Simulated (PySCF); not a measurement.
C2HBN2O3, SMILES O=C=NB(O)N=C=O.

The structure is a stationary point at r2SCAN-D4/def2-SVP. Other conformers were not sampled.

Computed with PBE0/def2-TZVP run with PySCF.

Symmetry labels are those of the subgroup Cs that the program uses (full group Cs).

Computed valence orbital energies around the gap with their symmetry:
```
orbital  symmetry  energy (eV)
-------  --------  -----------
HOMO−7         A"       -13.50
HOMO−6         A'       -13.36
HOMO−5         A'       -11.62
HOMO−4         A"       -11.54
HOMO−3         A'        -9.65
HOMO−2         A"        -9.49
HOMO−1         A"        -9.07
HOMO           A'        -9.02
LUMO           A"        -1.09
LUMO+1         A'         0.04
LUMO+2         A'         0.55
LUMO+3         A'         0.92
```
